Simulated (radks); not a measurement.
O2+, 6 electrons, occupied as [He] 2s1.5 2p2.5 (fractional occupations, a model configuration). All-electron calculation, scalar-relativistic Kohn-Sham, LDA (Slater exchange, Perdew-Wang correlation), spin-polarised, spherical densities, point nucleus; open shells are filled with parallel spins first. Program: a radial shooting solver on a logarithmic mesh with Libxc functionals.

Normalised radial functions P(r) = r R(r), r in bohr:

r	1s up
0.01747	0.6535
0.02134	0.7737
0.02628	0.9156
0.03209	1.0675
0.03951	1.2388
0.04826	1.4114
0.05942	1.5909
0.07258	1.7519
0.08936	1.8913
0.1091	1.9805
0.1344	2.0067
0.1641	1.9516
0.2021	1.8019
0.2468	1.5729
0.3039	1.2677
0.3712	0.9450
0.457	0.6246
0.5626	0.3609
0.6872	0.1825
0.8461	0.0739
1.033	0.0247
1.272	0.0059
1.554	0.0011
1.913	0.0001
2.337	0.0000
2.877	0.0000
3.514	0.0000

1s up: eigenvalue -553.75 eV, 0 radial nodes, <r> = 0.201 bohr, 90 % of the charge inside 0.360 bohr.
